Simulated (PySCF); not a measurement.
C2H8AlNO, SMILES CC[O][AlH][NH2]. Atoms are numbered in the order given.

```xyz
13

Al    -0.4286     0.6624     1.0906
H     -1.3223     0.7267     2.3860
O      0.0289    -0.8692     0.5097
C      0.6869    -1.4260    -0.5812
C     -0.0566    -1.1951    -1.8838
H      1.7164    -1.0236    -0.6706
H      0.7974    -2.5128    -0.4109
H     -0.1461    -0.1180    -2.1013
H      0.4631    -1.6707    -2.7302
H     -1.0733    -1.6135    -1.8245
N      0.0861     2.1437     0.2669
H     -0.1561     3.0793     0.5738
H      0.6772     2.1952    -0.5550
```
Charge 0, spin multiplicity 1.

Geometry optimised at PBE0-D3(BJ)/def2-SVP. The structure was generated by enumeration; whether it is a known compound was not checked. Other conformers were not sampled.

Computed with PBE/def2-TZVP in PySCF.

Atomic charges (e):

```json
[
 {"atom": "Al1", "IAO": "0.97", "Mulliken": "0.40"},
 {"atom": "H2", "IAO": "-0.20", "Mulliken": "-0.07"},
 {"atom": "O3", "IAO": "-0.63", "Mulliken": "-0.28"},
 {"atom": "C4", "IAO": "-0.04", "Mulliken": "-0.03"},
 {"atom": "C5", "IAO": "-0.44", "Mulliken": "-0.35"},
 {"atom": "H6", "IAO": "0.11", "Mulliken": "0.08"},
 {"atom": "H7", "IAO": "0.14", "Mulliken": "0.09"},
 {"atom": "H8", "IAO": "0.14", "Mulliken": "0.11"},
 {"atom": "H9", "IAO": "0.15", "Mulliken": "0.11"},
 {"atom": "H10", "IAO": "0.15", "Mulliken": "0.12"},
 {"atom": "N11", "IAO": "-0.87", "Mulliken": "-0.61"},
 {"atom": "H12", "IAO": "0.27", "Mulliken": "0.22"},
 {"atom": "H13", "IAO": "0.26", "Mulliken": "0.22"}
]
```
